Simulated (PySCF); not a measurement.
Computed shifts of a molecule C4H12OSi, PBE0/pcSseg-1 run with PySCF, GIAO, gas phase, atoms alike by connectivity averaged where their shifts nearly agree, in ppm (number of nuclei): ¹³C: 71.1 (1), 63.0 (1), 19.7 (1), -7.4 (1). ²⁹Si: -51.6 (1). ¹H: 4.58 (1), 4.25 (1), 4.14 (1), 3.75 (1), 3.32 (1), 3.24 (1), 1.49 (3), 0.37 (3). References: ¹³C against TMS (σ = 186.3 ppm); ¹⁷O against H2O (σ = 334.2 ppm); ²⁹Si against TMS (σ = 352.7 ppm); ¹H against TMS (σ = 31.56 ppm), references at their B3LYP-D3(BJ)/def2-TZVP geometries, non-relativistic. Geometry: B3LYP-D3(BJ)/def2-SVP. One conformer was computed; it need not be the lowest.

Problem. Which molecule gave these data?
(A) C[C@@H](O)[SiH](C)C
(B) CO[C@@H](C)C[SiH3]
(C) CCOC[SiH2]C
(D) CCCCO[SiH3]

Solution. C, CCOC[SiH2]C
